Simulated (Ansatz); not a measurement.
`C[SiH2][N]([GeH3])c1ccccc1`, relaxed with RKS PBE-D4/def2-SVP in the Gaussian-basis code of Ansatz from a rough embedded geometry. The force threshold is 0.03 eV/Å; the program also tests the step.

Charge 0, multiplicity 1.

Start:

```xyz
23

C     1.336    1.946    1.819
Si   -0.112    0.750    2.176
N    -0.183   -0.570    0.918
Ge   -0.092   -2.300    1.626
C    -0.283   -0.252   -0.460
C    -1.187    0.697   -0.917
C    -1.268    1.000   -2.261
C    -0.480    0.317   -3.163
C     0.458   -0.695   -2.723
C     0.548   -0.962   -1.371
H     1.162    2.330    0.782
H     1.355    2.697    2.573
H     2.229    1.294    1.748
H    -1.366    1.476    2.163
H     0.101    0.187    3.517
H    -0.061   -2.393    3.131
H     1.200   -3.014    1.051
H    -1.310   -3.140    1.053
H    -1.809    1.241   -0.229
H    -1.963    1.699   -2.664
H    -0.545    0.521   -4.282
H     1.075   -1.146   -3.450
H     1.195   -1.680   -1.039
```

| step | energy (eV) | largest force (eV/Å) | largest move (Å) |
| --- | --- | --- | --- |
| 1 | -73317.0443 | 3.250 | 0.000 |
| 2 | -73317.6706 | 1.159 | 0.130 |
| 3 | -73317.7450 | 0.256 | 0.058 |
| 4 | -73317.7669 | 0.146 | 0.199 |
| 5 | -73317.7794 | 0.116 | 0.111 |
| 6 | -73317.7866 | 0.146 | 0.128 |
| 7 | -73317.7925 | 0.109 | 0.044 |
| 8 | -73317.7966 | 0.114 | 0.091 |
| 9 | -73317.7985 | 0.085 | 0.061 |
| 10 | -73317.7991 | 0.025 | 0.026 |

End:

```xyz
23

C     1.138    2.031    1.754
Si   -0.148    0.722    2.179
N    -0.144   -0.592    0.979
Ge    0.066   -2.382    1.518
C    -0.251   -0.307   -0.399
C    -0.931    0.852   -0.851
C    -1.026    1.147   -2.217
C    -0.463    0.291   -3.177
C     0.204   -0.867   -2.744
C     0.316   -1.160   -1.379
H     0.938    2.479    0.761
H     1.131    2.843    2.510
H     2.150    1.580    1.730
H    -1.508    1.366    2.311
H     0.175    0.056    3.487
H    -0.329   -2.439    3.011
H     1.538   -2.857    1.343
H    -0.866   -3.250    0.637
H    -1.416    1.518   -0.119
H    -1.562    2.055   -2.535
H    -0.544    0.522   -4.249
H     0.657   -1.550   -3.480
H     0.874   -2.056   -1.067
```

Hardware: 6 threads of an AMD EPYC 7R13 on a shared host and a share of an NVIDIA H100 80 GB. Wall time 22 s, peak host memory 0.9 GiB.
